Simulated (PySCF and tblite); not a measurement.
Results of a calculation; reference values are marked as such.
System: C3H3BrO2, numbered as in [CH2:1]=[C:2]([Br:3])[C:4](=[O:5])[OH:6].

For the rotation about the C4–O6 bond (torsion C2–C4–O6–H from 180° to 360°, rising): electronic barrier 12.00 kcal/mol, zero-point change -1.16 kcal/mol, thermal and entropy terms at 200 K a further 0.01 kcal/mol (symmetry numbers apart). The minimum is Cs, the saddle C1. The path came from a restrained scan, a climbing-image band and a saddle search at GFN2-xTB; energies are PBE0/pcSseg-1 + D3(BJ), IEF-PCM cyclohexane//GFN2-xTB, thermal terms GFN2-xTB. Rate constants are transition-state-theory values, counting equivalent paths, without tunnelling. Programs: tblite and PySCF.

Task: How many equivalent paths lead out of the minimum?

Result: 2: the symmetry number of the minimum is 1, that of the saddle displaced along its mode 1, and the displaced saddle is chiral while the minimum is not, which doubles the count.

Task: Work out the rate at 200 K.

Result: ΔG‡ = 10.85 kcal/mol; k_B T/h = 4.2×10¹² s⁻¹; exp(−ΔG‡/RT) = 1.4×10⁻¹²; times 2 gives k = 12 s⁻¹.

Spin–orbit effects of heavy atoms on shieldings are missing.
